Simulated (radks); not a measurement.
Values are calculated unless marked as measured or tabulated.
The cadmium ion Cd2+, configuration [Kr] 4d10 (the NIST ground configuration). Code: a radial shooting solver on a logarithmic mesh with Libxc functionals. Model: Dirac Kohn-Sham, LDA (Slater exchange, VWN5 correlation), spin-unpolarised, spherical densities, point nucleus. Some entries of the table are withheld. Estimate them.

orbital  occ.  eigenvalue (hartree)  <r> (bohr)  r(max) (bohr)
1s1/2       2                   (1)     0.03042        0.01970
2s1/2       2             -145.1445         (2)         0.1115
2p1/2       2             -135.2486      0.1113        0.08597
2p3/2       4             -128.1860      0.1164        0.09033
3s1/2       2             -27.60096      0.3587         0.3245
3p1/2       2                   (3)      0.3499         0.3106
3p3/2       4                   (4)      0.3609         0.3207
3d3/2       4             -15.31298      0.3329         0.2638
3d5/2       6             -15.05642      0.3364         0.2667
4s1/2       2              -4.58613      0.8789         0.7949
4p1/2       2              -3.30967      0.9383         0.8277
4p3/2       4              -3.09304      0.9698         0.8530
4d3/2       4              -1.14463       1.244         0.9739
4d5/2       6              -1.11804       1.261         0.9849

Answer. 
(1) 1s1/2 eigenvalue (hartree): -973.7230
(2) 2s1/2 <r> (bohr): 0.1314
(3) 3p1/2 eigenvalue (hartree): -23.62986
(4) 3p3/2 eigenvalue (hartree): -22.36865
